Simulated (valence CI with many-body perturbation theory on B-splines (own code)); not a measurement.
The numbers below are computed, except where a source is named.
Ta67+: magnetic and hyperfine properties of the levels

Method: configuration interaction combined with many-body perturbation theory (CI+MBPT): four valence electrons over a frozen Dirac-Fock core [He], radial functions for each j: 11 s, 11 p, 9 d, 7 f, 5 g, 2 h, 1 i, with the one-electron correlation potential Σ1 (screened to all orders), the two-electron term Σ2, the three-electron term Σ3, Breit, model QED; selected single and double excitations, second order for the rest (own B-spline code, finite nucleus).

No measured spectrum was set against this ion. As an estimate, large intervals hold to a few tenths of a per cent, small ones and those within an open d or f shell to about a per cent. Among the levels kept, up to 270 cm⁻¹ of a level comes from second order outside the variational space, and about a tenth of that is noise between levels of different J, which matters for small intervals.

A/g_I is the dipole constant over the nuclear g factor μ/I (μ in nuclear magnetons, uniformly magnetised nucleus), B/Q the quadrupole constant per barn. Both hold the static response of the core; the bare values leave it out. Large factors of s and p1/2 electrons are usually good to 5 to 10 %; those of open d and f shells near neutrality can be off by tens of per cent, and small factors of p3/2, d and f electrons come from cancelling terms and can be off by a factor of two or in sign, in half-filled shells by more. B is blank for J = 1/2, where it vanishes, and for nearly pure S terms. Energies count from the lowest level. Levels with J = 0 are left out.

Levels are named by their leading jj configuration (3d3/2^4 stands for four electrons in 3d with j = 3/2), which in mixed levels can hold well under half, so a name can repeat and another be missing. Letters in brackets count levels of one name in rising energy.

```
                     Level  E (× 10³ cm⁻¹)      g  A/g_I (MHz)  A/g_I bare  B/Q (MHz/b)  B/Q bare
    (2s^2 2p1/2 2p3/2) J=1           10687  1.469      -771000     -743000       798000    799000
    (2s^2 2p1/2 2p3/2) J=2           10834  1.135      2380000     2390000      1510000   1510000
    (2s 2p1/2^2 2p3/2) J=2           13070  1.494      5980000     5940000      1530000   1530000
    (2s 2p1/2^2 2p3/2) J=1           13768  1.111     -4400000    -4310000       897000    899000
        (2s^2 2p3/2^2) J=2           21708  1.292       815000      832000        83400     83500
(2s 2p1/2 2p3/2^2) J=2 [a]           23529  1.547      4250000     4230000       243000    244000
    (2s 2p1/2 2p3/2^2) J=3           23885  1.294      5330000     5310000        -4580     -4620
(2s 2p1/2 2p3/2^2) J=1 [a]           24561  1.299     -5270000    -5170000      -462000   -463000
(2s 2p1/2 2p3/2^2) J=2 [b]           24636  1.046      -386000     -342000      -169000   -169000
(2s 2p1/2 2p3/2^2) J=1 [b]           24671  1.295     1.36e+07    1.35e+07       261000    262000
     (2p1/2^2 2p3/2^2) J=2           27158  1.306       761000      796000        79400     79500
          (2s 2p3/2^3) J=2           35035  1.434      6060000     6010000     -1620000  -1620000
          (2s 2p3/2^3) J=1           35719  1.155     -4460000    -4370000      -694000   -696000
       (2p1/2 2p3/2^3) J=1           37971  1.469      -825000     -770000      -792000   -793000
       (2p1/2 2p3/2^3) J=2           38120  1.122      2370000     2380000     -1670000  -1670000
       (2s^2 2p1/2 3s) J=1           81319  1.302      6740000     6700000       -14600    -14600
    (2s^2 2p1/2 3p1/2) J=1           81992  0.634      4670000     4650000        -3540     -3540
       (2s 2p1/2^2 3s) J=1           83463  2.002     1.39e+07    1.37e+07         7370      7380
    (2s 2p1/2^2 3p1/2) J=1           84232  1.340     1.19e+07    1.17e+07        -6090     -6090
    (2s^2 2p1/2 3p3/2) J=2           85332  1.145      1970000     1970000       471000    472000
    (2s^2 2p1/2 3p3/2) J=1           85341  1.498     -1370000    -1360000       235000    236000
    (2s^2 2p1/2 3d3/2) J=2           85851  0.742      1900000     1900000        97000     97700
    (2s^2 2p1/2 3d3/2) J=1           86063  0.827     -1580000    -1570000        40500     40800
    (2s^2 2p1/2 3d5/2) J=2           86800  1.283     -1010000    -1010000        91700     92300
    (2s^2 2p1/2 3d5/2) J=3           86834  1.093      1240000     1240000        88000     88800
    (2s 2p1/2^2 3p3/2) J=2           87529  1.495      5470000     5420000       459000    459000
    (2s 2p1/2^2 3p3/2) J=1           87571  1.137     -5120000    -5060000       242000    242000
    (2s 2p1/2^2 3d3/2) J=1           88042  0.470     -5260000    -5200000        41300     41600
    (2s 2p1/2^2 3d3/2) J=2           88090  1.110      5450000     5390000        80000     80600
    (2s 2p1/2^2 3d5/2) J=3           88965  1.328      3670000     3630000        81100     81900
    (2s 2p1/2^2 3d5/2) J=2           89107  1.031     -3470000    -3430000        67700     68300
```

(1) Take the isotope of mass number 181, with I = 7/2, μ = 2.365 μN and Q = 3.17 b. What is the hyperfine structure of (2s^2 2p1/2 2p3/2) J=2?

Answers

(1) From the table A = 1610000 MHz, B = 4780000 MHz. Shifts from the centre of gravity in MHz: F = 3/2: -1.19e+07, F = 5/2: -1.00e+07, F = 7/2: -6200000, F = 9/2: 793000, F = 11/2: 1.25e+07.
